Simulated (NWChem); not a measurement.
Program: NWChem. System: AgI, charge 1, spin multiplicity 2, at the geometry of a parent with another charge or spin, in a state set for the comparison that need not be this species' ground state. Its SCF solution wasn't tested for a lower state. Level: UHF/def2-TZVP with def2 effective core potentials on Ag, I.

The NWChem input:

```
start mol
memory heap 200 mb stack 900 mb global 1100 mb
charge 1
geometry units angstroms nocenter noautoz
  Ag     0.000000     0.000000    -1.370041
  I      0.000000     0.000000     1.214942
  symmetry group C2v
end
basis spherical
  * library def2-tzvp
end
ecp
  Ag library def2-ecp
  I library def2-ecp
end
scf
  uhf
  nopen 1
  maxiter 100
  thresh 1e-7
  semidirect memsize 60000000 filesize 0
  # guess.movecs holds the orbitals of an unrestricted PBE0 run
  vectors input guess.movecs output mol.movecs
end
task scf energy
```

Part of the output:

```
             Northwest Computational Chemistry Package (NWChem) 7.3.0
             --------------------------------------------------------

                                NWChem Input Module
                                -------------------

 Scaling coordinates for geometry "geometry" by  1.889725989
 (inverse scale =  0.529177249)

 Turning off AUTOSYM since
 SYMMETRY directive was detected!

                             Geometry "geometry" -> ""
                             -------------------------

 Output coordinates in angstroms (scale by  1.889725989 to convert to a.u.)

  No.       Tag          Charge          X              Y              Z
 ---- ---------------- ---------- -------------- -------------- --------------
    1 Ag                  47.0000     0.00000000     0.00000000    -1.37004100
    2 I                   53.0000     0.00000000     0.00000000     1.21494200

 Effective nuclear repulsion energy (a.u.)     509.9377935013

            Nuclear Dipole moment (a.u.)
            ----------------------------
        X                 Y               Z
 ---------------- ---------------- ----------------
     0.0000000000     0.0000000000    -0.0000018897

      Symmetry information
      --------------------

 Group name             C2v
 Group number             16
 Group order               4
 No. of unique centers     2

      Symmetry unique atoms

     1    2


 Summary of "ao basis" -> "" (spherical)
 ------------------------------------------------------------------------------
       Tag                 Description            Shells   Functions and Types
 ---------------- ------------------------------  ------  ---------------------
 *                         def2-tzvp                  on all atoms

 Summary of "ao basis" -> "ao basis" (spherical)
 ------------------------------------------------------------------------------
       Tag                 Description            Shells   Functions and Types
 ---------------- ------------------------------  ------  ---------------------
 Ag                        def2-tzvp                14       40   6s4p3d1f
 I                         def2-tzvp                16       50   6s5p3d2f

                                 NWChem SCF Module
                                 -----------------

  ao basis        = "ao basis"
  functions       =    90
  atoms           =     2
  alpha electrons =    22
  beta  electrons =    21
  charge          =   1.00
  wavefunction    = UHF
  use symmetry    = T
  symmetry adapt  = T

 Summary of "ao basis" -> "ao basis" (spherical)
 ------------------------------------------------------------------------------
       Tag                 Description            Shells   Functions and Types
 ---------------- ------------------------------  ------  ---------------------
 Ag                        def2-tzvp                14       40   6s4p3d1f
 I                         def2-tzvp                16       50   6s5p3d2f

      Symmetry analysis of basis
      --------------------------

        a1         39
        a2          9
        b1         21
        b2         21

 Forming initial guess at       0.1s

   Symmetry analysis of molecular orbitals - initial alpha
   -------------------------------------------------------

  Numbering of irreducible representations:

     1 a1          2 a2          3 b1          4 b2

  Orbital symmetries:

     1 a1          2 b1          3 a1          4 b2          5 a1
     6 a1          7 b1          8 b2          9 a1         10 b1
    11 a2         12 b2         13 a1         14 a1         15 a1
    16 b1         17 b2         18 a1         19 a2         20 b1
    21 a1         22 b2         23 a1         24 b1         25 b2
    26 a1         27 a1         28 b1         29 a1         30 b2
    31 a2         32 a1

   Symmetry analysis of molecular orbitals - initial beta
   ------------------------------------------------------

  Numbering of irreducible representations:

     1 a1          2 a2          3 b1          4 b2

  Orbital symmetries:

     1 a1          2 b1          3 a1          4 b2          5 a1
     6 a1          7 b1          8 b2          9 a1         10 b1
    11 a2         12 b2         13 a1         14 a1         15 a1
    16 b2         17 b1         18 a2         19 a1         20 a1
    21 b2         22 b1         23 a1         24 b1         25 b2
    26 a1         27 a1         28 b2         29 b1         30 a1
    31 a1         32 a2

 Starting SCF solution at       0.2s

 ----------------------------------------------
         Quadratically convergent UHF

 Convergence threshold     :          1.000E-07
 Maximum no. of iterations :          100
 Integral*density screening:          1.000E-09
 ----------------------------------------------

              iter       energy          gnorm     gmax       time
             ----- ------------------- --------- --------- --------
                 1     -442.5388089757  3.47D-01  7.81D-02      1.9
                 2     -442.5558281361  3.36D-02  1.29D-02      2.0
                 3     -442.5562811406  9.22D-04  2.14D-04      2.2
                 4     -442.5562813884  6.44D-07  1.22D-07      2.5
                 5     -442.5562813884  6.99D-09  2.49D-09      2.7

       Final UHF  results
       ------------------

         Total SCF energy =   -442.556281388417
      One electron energy =   -963.133970941794
      Two electron energy =    423.339451129814
 Nuclear repulsion energy =     97.238238423563

                       Sz =      0.5000
                 Sz(Sz+1) =      0.7500
                      S^2 =      0.7605
[...]
     6 a1          7 b2          8 b1          9 a1         10 b1
    11 a2         12 b2         13 a1         14 a1         15 a1
    16 b2         17 b1         18 a2         19 a1         20 a1
    21 b2         22 b1         23 a1         24 b2         25 b1
    26 a1         27 a1         28 a1         29 b2         30 b1
    31 b2         32 a1

          Final alpha eigenvalues
          -----------------------

              1
    1   -7.9779
    2   -5.8395
    3   -5.8204
    4   -5.8168
    5   -4.5894
    6   -3.0485
    7   -3.0446
    8   -3.0429
    9   -2.5301
   10   -2.5261
   11   -2.5223
   12   -2.5080
   13   -2.5079
   14   -1.1427
   15   -0.7856
   16   -0.7789
   17   -0.7749
   18   -0.7668
   19   -0.7668
   20   -0.6563
   21   -0.6153
   22   -0.5987
   23   -0.1757
   24   -0.0973
   25   -0.0917
   26   -0.0556
   27    0.0101
   28    0.0747
   29    0.0836
   30    0.0898
   31    0.1210
   32    0.1239

          Final beta eigenvalues
          ----------------------

              1
    1   -7.9699
    2   -5.8190
    3   -5.8181
    4   -5.8156
    5   -4.5880
    6   -3.0463
    7   -3.0423
    8   -3.0420
    9   -2.5183
   10   -2.5168
   11   -2.5131
   12   -2.5074
   13   -2.5072
   14   -1.0542
   15   -0.7809
   16   -0.7744
   17   -0.7677
   18   -0.7664
   19   -0.7664
   20   -0.6000
   21   -0.5805
   22   -0.2478
   23   -0.1741
   24   -0.0921
   25   -0.0880
   26   -0.0518
   27    0.0143
   28    0.0881
   29    0.0902
   30    0.0952
   31    0.1393
   32    0.1464

                    UHF Final Alpha Molecular Orbital Analysis
                    ------------------------------------------

 Vector   20  Occ=1.000000D+00  E=-6.562985D-01  Symmetry=b1
              MO Center=  6.8D-15,  2.5D-16,  1.0D+00, r^2= 2.2D+00
   Bfn.  Coefficient  Atom+Function         Bfn.  Coefficient  Atom+Function
  ----- ------------  ---------------      ----- ------------  ---------------
    56      0.623578  2 I  px                50     -0.466319  2 I  px
    53      0.365969  2 I  px                22      0.177645  1 Ag d  1
    59      0.168366  2 I  px

 Vector   21  Occ=1.000000D+00  E=-6.152507D-01  Symmetry=a1
              MO Center=  1.0D-14, -3.1D-15,  7.0D-01, r^2= 2.7D+00
   Bfn.  Coefficient  Atom+Function         Bfn.  Coefficient  Atom+Function
  ----- ------------  ---------------      ----- ------------  ---------------
    58      0.546984  2 I  pz                52     -0.413410  2 I  pz
    55      0.315871  2 I  pz                21      0.237991  1 Ag d  0
     5     -0.197821  1 Ag s                 61      0.162046  2 I  pz

 Vector   22  Occ=1.000000D+00  E=-5.987136D-01  Symmetry=b2
              MO Center= -2.3D-15,  1.7D-14,  1.1D+00, r^2= 2.1D+00
   Bfn.  Coefficient  Atom+Function         Bfn.  Coefficient  Atom+Function
  ----- ------------  ---------------      ----- ------------  ---------------
    57      0.604168  2 I  py                51     -0.462780  2 I  py
    54      0.364161  2 I  py                60      0.205252  2 I  py

 Vector   23  Occ=0.000000D+00  E=-1.756779D-01  Symmetry=a1
              MO Center= -5.9D-16, -2.0D-15, -1.9D+00, r^2= 5.0D+00
   Bfn.  Coefficient  Atom+Function         Bfn.  Coefficient  Atom+Function
  ----- ------------  ---------------      ----- ------------  ---------------
     6      0.759734  1 Ag s                  5      0.419166  1 Ag s
     3     -0.257070  1 Ag s                  4     -0.181737  1 Ag s
    61      0.182445  2 I  pz                46     -0.175780  2 I  s
    58      0.167703  2 I  pz                18     -0.155830  1 Ag pz
     2      0.151693  1 Ag s

 Vector   24  Occ=0.000000D+00  E=-9.731090D-02  Symmetry=b1
              MO Center=  6.2D-15,  1.1D-15, -1.4D+00, r^2= 7.7D+00
   Bfn.  Coefficient  Atom+Function         Bfn.  Coefficient  Atom+Function
  ----- ------------  ---------------      ----- ------------  ---------------
    16      0.936968  1 Ag px                59     -0.190536  2 I  px
    13      0.164045  1 Ag px

 Vector   25  Occ=0.000000D+00  E=-9.174014D-02  Symmetry=b2
              MO Center= -3.8D-15,  6.0D-14, -1.5D+00, r^2= 7.8D+00
   Bfn.  Coefficient  Atom+Function         Bfn.  Coefficient  Atom+Function
  ----- ------------  ---------------      ----- ------------  ---------------
    17      0.957161  1 Ag py                60     -0.228088  2 I  py
    14      0.157654  1 Ag py

                     UHF Final Beta Molecular Orbital Analysis
                     -----------------------------------------

 Vector   19  Occ=1.000000D+00  E=-7.663897D-01  Symmetry=a1
              MO Center=  3.3D-15, -8.6D-16, -1.4D+00, r^2= 6.4D-01
   Bfn.  Coefficient  Atom+Function         Bfn.  Coefficient  Atom+Function
  ----- ------------  ---------------      ----- ------------  ---------------
    23      0.654612  1 Ag d  2              28      0.382861  1 Ag d  2

 Vector   20  Occ=1.000000D+00  E=-6.000097D-01  Symmetry=a1
              MO Center= -4.7D-14, -2.1D-15,  7.2D-01, r^2= 2.7D+00
   Bfn.  Coefficient  Atom+Function         Bfn.  Coefficient  Atom+Function
  ----- ------------  ---------------      ----- ------------  ---------------
    58      0.528830  2 I  pz                52     -0.410788  2 I  pz
    55      0.316747  2 I  pz                 5     -0.238302  1 Ag s
    21      0.218585  1 Ag d  0              61      0.161978  2 I  pz
     3      0.153560  1 Ag s

 Vector   21  Occ=1.000000D+00  E=-5.805427D-01  Symmetry=b2
              MO Center=  1.2D-16,  1.9D-15,  1.1D+00, r^2= 2.1D+00
   Bfn.  Coefficient  Atom+Function         Bfn.  Coefficient  Atom+Function
  ----- ------------  ---------------      ----- ------------  ---------------
    57      0.593691  2 I  py                51     -0.459819  2 I  py
    54      0.362868  2 I  py                60      0.218357  2 I  py

 Vector   22  Occ=0.000000D+00  E=-2.478006D-01  Symmetry=b1
              MO Center=  2.1D-13,  4.7D-16,  1.0D+00, r^2= 2.8D+00
   Bfn.  Coefficient  Atom+Function         Bfn.  Coefficient  Atom+Function
  ----- ------------  ---------------      ----- ------------  ---------------
    56      0.467144  2 I  px                50     -0.395175  2 I  px
    59      0.384491  2 I  px                53      0.289807  2 I  px

 Vector   23  Occ=0.000000D+00  E=-1.740837D-01  Symmetry=a1
              MO Center=  1.6D-14, -3.4D-15, -1.9D+00, r^2= 5.0D+00
   Bfn.  Coefficient  Atom+Function         Bfn.  Coefficient  Atom+Function
  ----- ------------  ---------------      ----- ------------  ---------------
     6      0.758497  1 Ag s                  5      0.407979  1 Ag s
     3     -0.251767  1 Ag s                 61      0.185427  2 I  pz
     4     -0.177972  1 Ag s                 46     -0.176758  2 I  s
    58      0.171873  2 I  pz                18     -0.168577  1 Ag pz

 Vector   24  Occ=0.000000D+00  E=-9.213678D-02  Symmetry=b2
              MO Center= -1.1D-15,  3.9D-14, -1.5D+00, r^2= 7.8D+00
   Bfn.  Coefficient  Atom+Function         Bfn.  Coefficient  Atom+Function
  ----- ------------  ---------------      ----- ------------  ---------------
    17      0.954558  1 Ag py                60     -0.236582  2 I  py
    14      0.163439  1 Ag py

 center of mass
 --------------
 x =   0.00000000 y =   0.00000000 z =   0.06233419

 moments of inertia (a.u.)
 ------------------
        1384.585324287045           0.000000000000           0.000000000000
           0.000000000000        1384.585324287045           0.000000000000
           0.000000000000           0.000000000000           0.000000000000

  Mulliken analysis of the total density
  --------------------------------------

    Atom       Charge   Shell Charges
 -----------   ------   -------------------------------------------------------
    1 Ag  19    18.25   0.03 -0.40  1.57  0.79  0.20  0.00  5.19  0.80  0.11 -0.00  5.92  3.31  0.73  0.00
    2 I   25    24.75   0.19 -0.77  1.58  1.01  1.14  0.84 -0.49  6.44  1.28  2.77  0.72  9.23  0.76  0.04  0.01  0.00

  Mulliken analysis of the alpha density
  --------------------------------------

    Atom       Charge   Shell Charges
 -----------   ------   -------------------------------------------------------
    1 Ag  19     9.11   0.02 -0.20  0.78  0.40  0.09 -0.00  2.60  0.40  0.05 -0.00  2.97  1.65  0.36  0.00
    2 I   25    12.89   0.09 -0.38  0.79  0.50  0.57  0.42 -0.25  3.23  0.77  1.70  0.42  4.61  0.39  0.02  0.00  0.00

   Mulliken analysis of the beta density
   -------------------------------------

    Atom       Charge   Shell Charges
 -----------   ------   -------------------------------------------------------
    1 Ag  19     9.14   0.02 -0.20  0.78  0.40  0.11  0.00  2.60  0.40  0.06  0.00  2.95  1.65  0.37  0.00
    2 I   25    11.86   0.09 -0.39  0.79  0.50  0.57  0.41 -0.24  3.21  0.51  1.07  0.30  4.62  0.37  0.02  0.00  0.00

   Mulliken analysis of the spin density
   -------------------------------------

    Atom       Charge   Shell Charges
 -----------   ------   -------------------------------------------------------
    1 Ag  19    -0.03  -0.00  0.00 -0.00  0.00 -0.02 -0.00  0.00 -0.00 -0.01 -0.00  0.01  0.00 -0.01  0.00
    2 I   25     1.03  -0.00  0.00 -0.00 -0.00  0.00  0.01 -0.01  0.02  0.26  0.63  0.12 -0.02  0.01  0.00  0.00  0.00

       Multipole analysis of the density wrt the origin
       ------------------------------------------------

     L   x y z        total         alpha         beta         nuclear
     -   - - -        -----         -----         ----         -------
     0   0 0 0      1.000000    -22.000000    -21.000000     44.000000

     1   1 0 0      0.000000      0.000000      0.000000      0.000000
     1   0 1 0     -0.000000     -0.000000     -0.000000      0.000000
     1   0 0 1     -1.304724     -5.866976     -3.644395      8.206647

     2   2 0 0    -28.615307    -16.429330    -12.185976      0.000000
     2   1 1 0     -0.000000     -0.000000     -0.000000      0.000000
     2   1 0 1     -0.000000      0.000000     -0.000000      0.000000
     2   0 2 0    -31.226610    -16.083609    -15.143001      0.000000
     2   0 1 1     -0.000000     -0.000000     -0.000000      0.000000
     2   0 0 2    -20.290302   -142.774444   -136.651340    259.135482

 Task  times  cpu:        2.7s     wall:        2.7s

 Total times  cpu:        2.8s     wall:        2.8s
```
